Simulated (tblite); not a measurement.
Species: C8H7Si (doublet state).
Atom-mapped SMILES: `[CH:1]#[C:2][SiH2:3][c:4]1[c:5][cH:6][cH:7][cH:8][cH:9]1` (hydrogens: H10 on C1; H11, H12 on Si3; H13 on C6; H14 on C7; H15 on C8; H16 on C9)

Structure used (GFN2-xTB), in Å, numbered top down from 1:
```
atom  x, y, z in Å
C1     3.5384   -0.4055    1.2911
C2     2.8533   -0.3619    0.3039
Si3    1.7625   -0.2872   -1.1907
C4     0.0060    0.0454   -0.5679
C5    -0.8036    0.9696   -1.1591
C6    -2.0811    1.2720   -0.7897
C7    -2.6055    0.5672    0.2924
C8    -1.8301   -0.3840    0.9350
C9    -0.5387   -0.6494    0.5182
H10    4.1423   -0.4424    2.1525
H11    1.8175   -1.5939   -1.8617
H12    2.1950    0.8054   -2.0650
H13   -2.6720    2.0195   -1.2985
H14   -3.6142    0.7700    0.6245
H15   -2.2404   -0.9264    1.7756
H16    0.0629   -1.3894    1.0281
```

Structure optimised with GFN2-xTB, isolated species. This method treats the open shell by occupation alone, without spin polarisation.

Take the most abundant isotopes and a rigid rotor. The values belong to one conformer with, in the numbering `[CH:1]#[C:2][SiH2:3][c:4]1[c:5][cH:6][cH:7][cH:8][cH:9]1`, C2–Si3–C4–C5 135°.

(1) What are A, B and C (cm⁻¹)?

(2) What kind of rotor is it?

(3) Is it planar, by Δ = Ic − Ia − Ib?

(4) Give the other two planar moments, Paa and Pbb, and the rms extents of the mass along the axes.

Answers

(1) Ia = 156.22, Ib = 609.97, Ic = 711.51 u·Å²; 505379 MHz·u·Å²/I gives 3235, 828.5 and 710.3 MHz, that is A = 0.10791, B = 0.02764, C = 0.02369 cm⁻¹.

(2) A near-prolate asymmetric top: κ = (2 × 828.5 − 3235 − 710.3)/(3235 − 710.3) = -0.91.

(3) Not planar: Δ = Ic − Ia − Ib = -54.69 u·Å². For a rigid frame Δ = −2 Σ m c², so Σ m c² = 27.34 u·Å² lies off the ab plane: 6.83 from hydrogen and 20.51 from heavier atoms. The atom farthest from that plane is 1.81 Å away.

(4) Paa = Σ m a² = (Ib + Ic − Ia)/2 = 582.63 and Pbb = Σ m b² = (Ia + Ic − Ib)/2 = 128.88 u·Å². With the mass M = 131.03 u, the rms extents √(P/M) along a, b and c are 2.11, 0.99, 0.46 Å.

For this open shell read J as N, the rotation without spin; fine and hyperfine splittings come on top. Its lowest GFN2-xTB frequency is 9i cm⁻¹, too small to tell a flat minimum from a shallow saddle. No vibrational averaging or centrifugal distortion is included, and the geometry carries the error of its method.

Hardware: one thread of an Arm Neoverse N1 (shared host). Cost: 0.74 s of wall time. These figures are those of the optimisation.

The numbers are calculated, not measured.
